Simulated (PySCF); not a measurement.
C3H7BFN, SMILES CB(N)/C=C\F.

Geometry: PBE-D3(BJ)/def2-SVP. The structure was generated by enumeration; whether it is a known compound was not checked. One conformer was computed; it need not be the lowest.

Computed with PBE-D3(BJ)/def2-SVP run with PySCF 2.14.0.

No scaling factor is applied to the harmonic values.

Problem. List the normal modes with their intensities. (The exact figures need the calculation; the answer reports its results.)

Solution. 
```
mode  ν (cm⁻¹)  IR (km/mol)  moving atoms (share of kinetic energy)
----  --------  -----------  --------------------------------------
1           61          0.6          C 36 %, F 29 %, H 19 %, N 14 %
2          126          1.1                                  H 96 %
3          179          3.4          F 43 %, N 26 %, C 13 %, H 13 %
4          280         19.6                  C 37 %, H 35 %, B 18 %
5          281          0.7  C 31 %, H 26 %, F 19 %, N 14 %, B 10 %
6          355          0.5           H 33 %, C 28 %, N 22 %, B 9 %
7          481          0.7                  H 57 %, B 23 %, C 18 %
8          531        126.6                          H 80 %, N 19 %
9          636          1.7                   C 64 %, H 16 %, N 9 %
10         667         15.2                  H 75 %, B 12 %, C 10 %
11         758          3.6                   C 50 %, H 33 %, F 9 %
12         769         16.1                          H 73 %, C 24 %
13         824          2.8                  H 55 %, C 27 %, N 13 %
14         858          4.1                  H 54 %, C 23 %, N 14 %
15         864         20.2                  H 52 %, B 27 %, C 20 %
16         922          0.0                          H 77 %, C 23 %
17        1002         54.8                  H 48 %, C 25 %, F 24 %
18        1139         89.4                  H 43 %, B 39 %, C 11 %
19        1213         42.0                  H 65 %, C 18 %, F 10 %
20        1268         46.3                  H 66 %, C 21 %, B 12 %
21        1336         40.2                  H 52 %, B 32 %, C 11 %
22        1362         44.0                  H 62 %, C 23 %, B 12 %
23        1386          3.5                                  H 96 %
24        1413          7.0                          H 73 %, B 19 %
25        1544        143.7                  H 65 %, N 22 %, B 13 %
26        1653        189.8                                  C 93 %
27        2959          4.7                                  H 97 %
28        3034          9.5                           H 91 %, C 9 %
29        3056         27.0                           H 91 %, C 9 %
30        3086          2.9                                  H 92 %
31        3109         19.1                           H 91 %, C 9 %
32        3511         21.6                                  H 96 %
33        3620         26.8                           H 91 %, N 9 %
```
